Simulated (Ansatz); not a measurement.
Relative stability

The two ends of one reaction step of SiNH5ClF, singlet (PBE0-D4/def2-TZVP).

A:

```
atom    x (Å)    y (Å)    z (Å)
 Si1  -0.1503  -0.2478   0.2086
  F2   3.1391   0.9148  -0.4153
  H3   0.6107  -1.3896  -0.3320
  H4   0.3611   0.2856   1.4849
  N5  -1.7748  -0.6920   0.3954
  H6   2.3265   1.1863  -0.7774
 Cl7   0.1535   1.3007  -1.1778
  H8  -2.2490  -1.2407  -0.3032
  H9  -2.4167  -0.1175   0.9168
```

B:

```
9
angstrom
Si 0.4457 -0.7631 0.5863
F 1.5121 0.0063 -0.3623
H 0.8221 -2.1905 0.5225
H 0.6097 -0.1438 1.9172
N -1.1569 -0.5926 0.0753
H 0.8551 1.7612 -1.0521
Cl 0.1010 2.7950 -1.1930
H -1.5369 -1.1517 -0.6705
H -1.6517 0.2791 0.1767
```

Program: Ansatz 0.2.0. Basis: def2-TZVPP. Cores are frozen in the correlated methods. B3LYP uses VWN-RPA correlation.

Q: Which structure is lower at CCSD(T), and by how much? (An estimate is asked for; the value comes from the calculation.)

A: By the calculation: B, by 11.01 kcal/mol (electronic energy, against the other). By their contacts, A is a complex of SiNH₄Cl ([NH2][SiH2][Cl]) + HF and B is a complex of SiNH₄F ([NH2][SiH2][F]) + HCl.

All methods give the same order:

```
      method  E(B) − E(A) (kcal/mol)
       SPW92                   -8.76
      PBE-D4                   -8.15
     BLYP-D4                  -10.67
   r2SCAN-D4                  -10.23
      B97M-V                  -11.70
     PBE0-D4                   -8.39
    B3LYP-D4                  -10.87
  r2SCAN0-D4                   -9.94
    BHLYP-D4                  -11.62
CAM-B3LYP-D4                  -12.24
     wB97X-V                  -10.64
     wB97M-V                  -10.39
      B2PLYP                  -11.21
    PBE-QIDH                   -9.20
  RPA on PBE                  -11.86
          HF                  -13.24
         MP2                   -9.97
        CCSD                  -11.51
     CCSD(T)                  -11.01
```

The T1 diagnostic stays at or below 0.010.

Labels in which every atom is bracketed show which atoms are joined, not bond orders.

For scale, one of the runs: CCSD(T)/def2-TZVPP, 216 basis functions, launched by `ansatz run in.yaml --threads 4 --pin off --events-out ev --progress --plain --max-ram 9574MiB`. Hardware: 4 CPU threads of an Arm Neoverse V1, shared host. Wall time 56 s; peak host memory 3.1 GiB.
